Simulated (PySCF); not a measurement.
## Technetium: a sound run and one with changed settings

Sound run: Tc(2+) [Kr] 4d5, Tc(3+) [Kr] 4d4. All numbers are calculated (PySCF 2.14, scalar relativity through the core potential, in def2-SVP with the def2 core potential (28 electrons) (5s3p2d1f, 31 functions)). The sound run starts from symmetry-adapted Hartree-Fock orbitals and uses a fine grid where one is needed.

Changed run: radial step 0.5 in ln r (0.13 in the sound run). This setting is unsound on purpose.

```json
{"species": "Tc(2+)", "method": "UHF", "sound run (hartree)": "-79.36291", "changed run (hartree)": "-79.36291", "converged": "yes"}
{"species": "Tc(2+)", "method": "PBE", "sound run (hartree)": "-79.85914", "changed run (hartree)": "-79.87753", "converged": "yes"}
{"species": "Tc(2+)", "method": "B3LYP", "sound run (hartree)": "-79.87594", "changed run (hartree)": "-79.91166", "converged": "yes"}
{"species": "Tc(3+)", "method": "UHF", "sound run (hartree)": "-78.29513", "changed run (hartree)": "-78.29513", "converged": "yes"}
{"species": "Tc(3+)", "method": "PBE", "sound run (hartree)": "-78.75425", "changed run (hartree)": "-78.76924", "converged": "yes"}
{"species": "Tc(3+)", "method": "B3LYP", "sound run (hartree)": "-78.77564", "changed run (hartree)": "-78.81010", "converged": "yes"}
```

Ionisation energy of Tc(2+):

```
method  sound run (eV)  changed run (eV)
   UHF          29.056            29.056
   PBE          30.066            30.158
 B3LYP          29.941            29.975
```

A coarse radial grid mis-integrates the density and the exchange-correlation energy, with errors of either sign; Hartree-Fock needs no grid.

For comparison, NIST gives 29.55 eV between the lowest levels.
